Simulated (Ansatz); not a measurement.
Born–Oppenheimer molecular dynamics of CH5In (7 atoms, charge 0, multiplicity 1). It starts from a rough guess of a transition structure, not a stationary point.

All numbers below come from UKS B3LYP-D4/def2-SVP in Ansatz 0.2.0.

```
ensemble                      : NVE (velocity Verlet)
time step                     : 0.5 fs
steps asked                   : 150
starting velocities drawn for : 100 K
seed                          : 426451
```

Frames 1 fs apart, positions in Å, forces in eV/Å.

Velocities at 55 fs (Å/ps):

```
In -0.72 -0.16 0.44
H 51.71 23.13 -5.47
H -6.08 -52.06 -72.26
C 3.84 1.49 -0.01
H -8.43 3.19 9.48
H -2.37 14.89 9.14
H 0.98 11.57 8.49
```

```xyz
7
Properties=species:S:1:pos:R:3:forces:R:3 time_fs=55 energy_less_start_eV=-0.584 T=985
In -1.532 -1.000 0.206 -0.10 -0.12 -0.10
H 1.373 -1.681 -3.195 -0.20 -0.23 -0.21
H 0.975 -2.168 -3.642 0.19 0.24 0.23
C 0.043 0.556 0.634 -0.20 0.21 0.54
H -0.135 0.931 1.668 -0.04 0.04 -0.22
H 1.059 0.175 0.641 0.61 -0.49 0.01
H 0.083 1.419 -0.036 -0.26 0.36 -0.24
7
Properties=species:S:1:pos:R:3:forces:R:3 time_fs=56 energy_less_start_eV=-0.397 T=708
In -1.533 -1.001 0.207 -0.07 -0.09 -0.10
H 1.422 -1.661 -3.204 -1.43 -1.76 -1.60
H 0.972 -2.217 -3.711 1.42 1.77 1.62
C 0.046 0.557 0.634 -0.50 0.50 0.71
H -0.143 0.934 1.676 0.01 -0.07 -0.46
H 1.060 0.187 0.650 0.82 -0.56 0.01
H 0.083 1.432 -0.029 -0.26 0.22 -0.17
7
Properties=species:S:1:pos:R:3:forces:R:3 time_fs=57 energy_less_start_eV=-0.224 T=446
In -1.533 -1.001 0.207 -0.03 -0.07 -0.10
H 1.458 -1.658 -3.227 -1.88 -2.32 -2.11
H 0.981 -2.249 -3.765 1.87 2.33 2.13
C 0.050 0.559 0.635 -0.48 0.69 0.71
H -0.151 0.937 1.679 0.05 -0.13 -0.57
H 1.069 0.194 0.659 0.70 -0.49 -0.01
H 0.080 1.447 -0.023 -0.23 0.00 -0.05
7
Properties=species:S:1:pos:R:3:forces:R:3 time_fs=58 energy_less_start_eV=-0.286 T=541
In -1.534 -1.001 0.207 0.00 -0.04 -0.10
H 1.476 -1.676 -3.271 -1.77 -2.20 -1.99
H 1.009 -2.259 -3.799 1.76 2.20 2.01
C 0.052 0.562 0.636 -0.19 0.72 0.57
H -0.159 0.939 1.678 0.07 -0.14 -0.52
H 1.084 0.197 0.668 0.32 -0.31 -0.03
H 0.075 1.462 -0.018 -0.19 -0.22 0.06
7
Properties=species:S:1:pos:R:3:forces:R:3 time_fs=59 energy_less_start_eV=-0.508 T=876
In -1.535 -1.001 0.208 0.03 -0.01 -0.09
H 1.477 -1.715 -3.332 -1.02 -1.28 -1.15
H 1.053 -2.249 -3.814 1.01 1.28 1.16
C 0.055 0.565 0.638 0.21 0.60 0.34
H -0.167 0.939 1.671 0.06 -0.11 -0.32
H 1.102 0.196 0.677 -0.17 -0.10 -0.07
H 0.069 1.475 -0.012 -0.13 -0.39 0.12
7
Properties=species:S:1:pos:R:3:forces:R:3 time_fs=60 energy_less_start_eV=-0.551 T=930
In -1.536 -1.001 0.208 0.06 0.01 -0.09
H 1.469 -1.766 -3.405 0.85 1.09 0.98
H 1.106 -2.227 -3.819 -0.86 -1.08 -0.97
C 0.058 0.569 0.640 0.56 0.39 0.08
H -0.173 0.938 1.662 0.03 -0.03 -0.01
H 1.118 0.195 0.685 -0.58 0.10 -0.10
H 0.061 1.485 -0.005 -0.06 -0.47 0.12
7
Properties=species:S:1:pos:R:3:forces:R:3 time_fs=61 energy_less_start_eV=-0.225 T=456
In -1.536 -1.002 0.209 0.09 0.04 -0.08
H 1.470 -1.805 -3.467 3.28 4.22 3.77
H 1.150 -2.217 -3.834 -3.29 -4.22 -3.76
C 0.062 0.573 0.642 0.74 0.12 -0.15
H -0.180 0.936 1.653 -0.01 0.05 0.31
H 1.129 0.194 0.692 -0.82 0.22 -0.13
H 0.052 1.490 0.003 0.00 -0.43 0.04
7
Properties=species:S:1:pos:R:3:forces:R:3 time_fs=62 energy_less_start_eV=-0.401 T=706
In -1.537 -1.002 0.209 0.13 0.06 -0.08
H 1.500 -1.807 -3.496 2.10 2.74 2.42
H 1.165 -2.243 -3.882 -2.10 -2.74 -2.42
C 0.066 0.577 0.644 0.70 -0.13 -0.25
H -0.186 0.936 1.646 -0.04 0.10 0.55
H 1.133 0.196 0.698 -0.83 0.27 -0.14
H 0.044 1.490 0.011 0.06 -0.31 -0.09
7
Properties=species:S:1:pos:R:3:forces:R:3 time_fs=63 energy_less_start_eV=-0.565 T=956
In -1.538 -1.002 0.210 0.16 0.09 -0.07
H 1.550 -1.784 -3.502 -0.37 -0.48 -0.42
H 1.161 -2.295 -3.952 0.37 0.49 0.43
C 0.070 0.581 0.646 0.42 -0.31 -0.17
H -0.193 0.936 1.644 -0.04 0.11 0.61
H 1.128 0.200 0.703 -0.62 0.23 -0.14
H 0.036 1.488 0.019 0.09 -0.12 -0.24
7
Properties=species:S:1:pos:R:3:forces:R:3 time_fs=64 energy_less_start_eV=-0.370 T=668
In -1.538 -1.002 0.210 0.19 0.12 -0.06
H 1.596 -1.764 -3.512 -1.47 -1.94 -1.70
H 1.159 -2.343 -4.019 1.46 1.95 1.71
C 0.075 0.584 0.648 -0.10 -0.35 0.07
H -0.200 0.937 1.649 0.01 0.05 0.47
H 1.118 0.206 0.706 -0.21 0.10 -0.12
H 0.029 1.485 0.024 0.11 0.07 -0.37
7
Properties=species:S:1:pos:R:3:forces:R:3 time_fs=65 energy_less_start_eV=-0.211 T=427
In -1.539 -1.002 0.210 0.21 0.14 -0.05
H 1.629 -1.762 -3.537 -1.81 -2.41 -2.10
H 1.171 -2.374 -4.071 1.80 2.42 2.11
C 0.080 0.588 0.650 -0.74 -0.24 0.36
H -0.207 0.939 1.657 0.10 -0.03 0.21
H 1.105 0.213 0.708 0.32 -0.06 -0.09
H 0.022 1.482 0.025 0.12 0.19 -0.44
7
Properties=species:S:1:pos:R:3:forces:R:3 time_fs=66 energy_less_start_eV=-0.281 T=533
In -1.540 -1.002 0.211 0.23 0.16 -0.05
H 1.645 -1.783 -3.583 -1.66 -2.22 -1.93
H 1.200 -2.381 -4.102 1.65 2.22 1.94
C 0.084 0.591 0.652 -1.33 -0.05 0.59
H -0.214 0.940 1.668 0.19 -0.10 -0.09
H 1.096 0.219 0.709 0.77 -0.21 -0.06
H 0.018 1.482 0.023 0.13 0.20 -0.41
```

Of the whole run (75 fs, mean temperature of the second half 697 K): The conserved energy stayed within 2.1 meV per atom of its start (net change -1.3 meV per atom), so the integration is sound. The kinetic energy rose, since the run started high on the potential surface and went downhill. It ends in pieces (CH3In + H2), so much of that is their flight and rotation, not heat. A run of 0.075 ps of so small a system gives no equilibrium averages. The orbitals were unrestricted but ended closed-shell.

The run took 5.9 min on 1 thread of Arm Neoverse V2 (shared host), peak memory 0.16 GiB.
